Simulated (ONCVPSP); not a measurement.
# silicon (Si): from the effect back to the setting (ONCV)

Base potential:

Si, optimised norm-conserving Vanderbilt (ONCV), made with ONCVPSP 4.0.1 (LDA (Perdew-Wang 92), scalar-relativistic). Core [Ne], reference 3s2 3p2. Waves: 3s: rc 1.45 bohr, ncon 4, nbas 7, qcut 5 1/bohr, 2 projectors, debl 2.2 Ha; 3p: rc 1.70 bohr, ncon 4, nbas 8, qcut 5.4 1/bohr, 2 projectors, debl 3.7 Ha; d scattering state at 0.12 Ha: rc 1.40 bohr, ncon 5, nbas 8, qcut 6.9 1/bohr, 2 projectors, debl 3.1 Ha. Local part: polynomial inside 1.05 bohr (lpopt 5, dvloc0 0 Ha). Core correction: Teter function, fcfact 1.75, rcfact 1.15.

Cutoffs, loose and tight: the cutoffs (Ha) at which the residual kinetic energy of the hardest occupied pseudo-wave falls to 1 and 0.1 mHa per electron. They do not see the model core or the augmentation charge, which bear on the density cutoff. Test errors are all-electron minus pseudo excitation energies from the reference, over the configurations 3s2 3p1; 3s2 3p0; 3s1 3p0; 3s1 3p3; variants that change the core or the reference have their own tests.

Only the fcfact is moved:

```
fcfact  cutoff, loose  cutoff, tight  bound ghosts  largest test error (meV)  median size of the test errors
   1.3         7.9 Ha          51 Ha             s                      +173                        13.8 meV
   2.2         7.9 Ha          51 Ha             s                      +155                        12.9 meV
   2.6         7.9 Ha          51 Ha             s                      +148                        12.5 meV
   3.4         7.9 Ha          51 Ha             s                      +136                        11.9 meV
     4         7.9 Ha          51 Ha             s                      +128                        11.5 meV
     5         7.9 Ha          51 Ha             s                      +115                        10.8 meV
   5.6         7.9 Ha          51 Ha             s                      +109                        10.4 meV
     7         7.9 Ha          51 Ha             s                       +94                         9.7 meV
   7.5         7.9 Ha          51 Ha             s                       +90                         9.4 meV
```

Task: One more run gave cutoff, loose: 7.9 Ha; cutoff, tight: 51 Ha; bound ghosts: s; largest test error (meV): +102; median size of the test errors: 10.1 meV. Which value of the fcfact was used?

Result: 6.2. The median size of the test errors moves one way along this sweep, from 13.8 meV at 1.3 to 9.4 meV at 7.5, which places the run between 5.6 and 7.
